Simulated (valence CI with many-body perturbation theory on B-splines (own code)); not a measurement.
**V17+: electric-dipole lines**

Level of theory: valence CI with perturbative core correlation (CI+MBPT): four valence electrons over a frozen Dirac-Fock core [He], a basis of 11 s, 11 p, 10 d, 8 f, 5 g, 2 h functions for each j, with the one-electron correlation potential Σ1, the two-electron term Σ2, the three-electron term Σ3, Breit, model QED; selected CI, second order for the rest, scaled by the run's own slope (own B-spline code, finite nucleus).

No measured levels were compared; by estimate levels of excited configurations hold to 0.05 to 0.15 % of their energy, terms of the ground configuration to about 0.5 %. Among the levels kept, up to 850 cm⁻¹ of a level comes from second order outside the variational space, and about a tenth of that is noise between levels of different J, which matters for small intervals.

Lines 201 to 250 of 551 in falling wavelength, among levels below 887.74 eV, chosen from the strongest by gf and those to the six lowest levels. Wavelengths and rates use the calculated energies, so an error of 400 cm⁻¹ moves a line at 149.8 Å by 0.06 % and its rate by three times that or more. Electric multipoles are in the length gauge with retardation, E1 and E2 with the static RPA response of the core. Weak lines are less certain than strong ones. Lines between different terms over intervals too small for the method are left out, as are lines whose strength nearly cancels. The highest levels of a list are the least certain.

Names give the largest LS component (configuration and term), which can be under half, so a name can repeat, a term be missing and a line seem to break the LS rules; names also repeat where a configuration has a term twice. Letters in brackets count levels of one name in rising energy.

```tsv
λ vac (Å)	Upper	Lower	A (s⁻¹)	S (a.u.)
149.8	2p⁴ ³P_1	2s2p³ ³P°_2	1.07e+10	5.33e-02
149.8	2s2p³ ³P°_1	2s²2p² ³P_2	3.09e+09	1.54e-02
149.5	2p³3s ⁵S°_2	2s2p²3s ⁵P_3	1.61e+10	1.33e-01
149.2	2p³3d ⁵D°_1	2s2p²3d ⁵D_2	9.17e+09	4.51e-02
148.5	2p³3p ³P_1	2s2p²3p ³D°_2 [a]	1.25e+10	6.07e-02
148.4	2p³3s ³S°_1	2s2p²3s ³P_2 [a]	2.41e+10	1.16e-01
148.1	2s2p³ ³P°_2	2s²2p² ³P_2	1.39e+10	1.12e-01
147.6	2p³3p ⁵P_2	2s2p²3p ⁵D°_3	6.27e+09	4.98e-02
146.7	2p³3p ⁵P_3	2s2p²3p ⁵P°_2	4.01e+09	4.37e-02
146.1	2p³3d ⁵D°_3	2s2p²3d ⁵F_4	8.60e+09	9.28e-02
145.8	2p³3d ⁵D°_4	2s2p²3d ⁵F_4	7.08e+09	9.74e-02
145.1	2p³3p ⁵P_3	2s2p²3p ⁵D°_3	8.88e+09	9.38e-02
144.0	2s2p³ ³P°_0	2s²2p² ³P_1	1.62e+10	2.40e-02
143.7	2s2p²3d ³F_2 [c]	2s²2p3d ³D°_1	7.35e+09	5.38e-02
143.3	2s2p³ ³P°_1	2s²2p² ³P_1	9.32e+09	4.06e-02
143.0	2p³3s ⁵S°_2	2s2p²3s ⁵P_2	1.31e+10	9.42e-02
142.5	2p³3p ⁵P_2	2s2p²3p ⁵D°_2	8.23e+09	5.87e-02
142.2	2p³3d ⁵D°_2	2s2p²3d ⁵F_3	6.12e+09	4.34e-02
142.1	2p³3d ⁵D°_3	2s2p²3d ⁵F_3	7.77e+09	7.71e-02
141.7	2s2p³ ³P°_2	2s²2p² ³P_1	8.50e+08	5.97e-03
141.5	2p³3s ³S°_1	2s2p²3s ³P_1 [a]	1.49e+10	6.26e-02
140.7	2s2p²3d ³D_3 [d]	2s²2p3d ³D°_3	5.34e+09	5.13e-02
140.1	2p³3d ⁵D°_2	2s2p²3d ⁵F_2	8.31e+09	5.64e-02
139.7	2s2p²3d ¹F_3 [b]	2s²2p3d ¹F°_3	2.43e+10	2.29e-01
139.2	2s2p²3d ³D_3 [c]	2s²2p3d ¹D°_2 [a]	5.80e+09	5.40e-02
138.6	2s2p²3d ³D_3 [e]	2s²2p3d ³P°_2	5.03e+09	4.63e-02
138.1	2p⁴ ³P_2	2s2p³ ³D°_3	2.46e+10	1.60e-01
138.0	2p³3s ¹P°_1	2s2p²3s ¹D_2	2.14e+10	8.33e-02
137.8	2s2p²3d ³D_3 [c]	2s²2p3d ³F°_3	1.18e+10	1.07e-01
137.6	2p³3s ⁵S°_2	2s2p²3s ⁵P_1	9.00e+09	5.79e-02
136.6	2s2p²3s ³S_1	2s²2p3s ³P°_1	2.10e+10	7.92e-02
136.6	2s2p²3d ³D_3 [e]	2s²2p3d ³D°_3	6.51e+09	5.73e-02
136.5	2p³3s ³P°_1	2s2p²3s ³D_2	1.47e+10	5.52e-02
136.0	2p⁴ ³P_2	2s2p³ ³D°_2	9.51e+09	5.91e-02
135.9	2s2p³ ³P°_1	2s²2p² ³P_0	3.77e+09	1.40e-02
135.6	2s2p²3d ³F_4 [c]	2s²2p3d ³F°_4	2.16e+10	2.39e-01
135.5	2s2p²3d ³D_3 [d]	2s²2p3d ³F°_4	1.61e+10	1.38e-01
135.4	2s2p²3p ³D°_2 [c]	2s²2p3p ³D_2	1.52e+10	9.30e-02
135.3	2s2p²3s ³S_1	2s²2p3s ³P°_0	1.12e+10	4.12e-02
135.3	2s2p²3p ³P°_2 [d]	2s²2p3p ³P_2	1.75e+10	1.07e-01
135.3	2s2p²3p ¹D°_2 [b]	2s²2p3p ¹D_2	2.68e+10	1.64e-01
135.2	2s2p²3p ³P°_1 [c]	2s²2p3p ³D_2	2.95e+10	1.08e-01
135.1	2s2p²3p ³D°_2 [c]	2s²2p3p ¹P_1	8.60e+09	5.24e-02
135.1	2s2p²3p ³P°_0 [c]	2s²2p3p ³D_1	3.58e+10	4.35e-02
135.1	2s2p²3s ³P_1 [b]	2s²2p3s ³P°_2	3.07e+10	1.12e-01
135.0	2s2p²3d ³D_2 [c]	2s²2p3d ³F°_3	2.98e+10	1.81e-01
134.8	2s2p²3d ¹P_1 [b]	2s²2p3d ¹D°_2 [b]	1.66e+10	6.02e-02
134.6	2s2p²3s ³P_0 [b]	2s²2p3s ³P°_1	3.49e+10	4.19e-02
134.2	2s2p²3p ³S°_1 [b]	2s²2p3p ³S_1	1.88e+10	6.73e-02
134.2	2s2p²3d ³F_2 [c]	2s²2p3d ³F°_2	1.17e+10	6.99e-02
```
